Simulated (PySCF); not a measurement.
**Dipole moment and polarisability of `C[SiH2][C@H](F)[SiH2]CCl`**

Species: C3H10ClFSi2.
Structure used (GFN2-xTB), in Å, numbered top down from 1:
```xyz
17
C3H10ClFSi2 angstrom
C      2.8111    0.9278   -0.0401
Si     0.9433    0.9742    0.2885
C      0.3376   -0.8567    0.3811
F      0.4602   -1.4008   -0.9107
Si    -1.4385   -1.2454    0.9712
C     -2.6596   -0.1846   -0.0452
Cl    -2.5745    1.5064    0.5180
H      3.2116    1.9304   -0.1585
H      3.3487    0.4539    0.7774
H      3.0366    0.3724   -0.9469
H      0.2473    1.6237   -0.8216
H      0.6515    1.5878    1.5868
H      1.0400   -1.4377    0.9886
H     -1.7386   -2.6527    0.6916
H     -1.5648   -0.9108    2.3888
H     -2.4265   -0.1750   -1.1075
H     -3.6924   -0.5007    0.0780
```

Level: wB97X-D/def2-SVPD (PySCF), static field, nuclei fixed, core orbitals frozen in the response. The polarisability tensor in these axes (au):

```
x   114.82   3.97  -3.01
y     3.97 106.02  -1.04
z    -3.01  -1.04  88.48
```

Task: What are the eigenvalues, a third of the trace, and Δα (Δα² = ½Σ(αi − αj)² over the three pairs)?

Result: Principal values 88.12, 104.49 and 116.71 au; mean 103.11 au = 15.28 Å³ = 17.00 × 10⁻⁴⁰ C²·m²/J; Δα = 24.85 au (24 % of the mean).

Task: What is the dipole moment, and where does it point?

Result: (0.36, -0.84, 0.69) D, 1.14 D in size, pointing from the negative to the positive side. Measured along this direction, the outermost atoms are Cl7 and H11 at the negative end and H13 at the positive end.

Task: Orientational against electronic polarisability at 250 K (dilute gas, rigid molecules)?

Result: In Gaussian units μ²/3kT = 12.59 Å³ against 15.28 Å³, a ratio of 0.82; the Debye molar polarisation (4π/3)N_A(α + μ²/3kT) is 70.3 cm³/mol, leaving out the vibrational part.

Task: What would n − 1 = 2πNα be for an ideal gas of these molecules at 500 K and 1 atm, electronic part alone?

Result: N = p/kT = 1.4678 × 10¹⁹ cm⁻³, so n − 1 = 2π × N × 15.28 × 10⁻²⁴ cm³ = 1409 × 10⁻⁶ at long wavelengths, for an ideal gas.

Task: Traceless (Buckingham) quadrupole moment about the centre of nuclear charge: eigenvalues?

Result: -11.44, 1.47, 9.96 D·Å. The values depend on the origin, since the dipole doesn't vanish. The electronic extent ⟨r²⟩ about the same centre is 1704 bohr², a root-mean-square distance of 2.41 Å for the 82 electrons.

Task: Find the Langevin capture rate constant for NH4+ (18.034 u) meeting this molecule (155.999 u), k = 2.342 × 10⁻⁹ cm³/s × √(α in Å³ / reduced mass in u).

Result: The reduced mass is 16.17 u, so k = 2.28 × 10⁻⁹ cm³/s. The formula leaves out the permanent dipole, which adds to the capture rate.

Task: What depolarisation ratio follows for Rayleigh scattering of linearly polarised light, taking the static tensor?

Result: ρ = 3Δα²/(45ᾱ² + 4Δα²) = 1852.1/(478391 + 2469.5) = 0.00385.

Isolated species at its GFN2-xTB geometry (one conformer only).

These values come from a run that also computed excited states. Time: 1.7 min wall (grids of density and orbitals included); peak memory 1.1 GiB. Hardware: one thread, Intel Xeon at 2.70 GHz (x86_64), on a shared host.
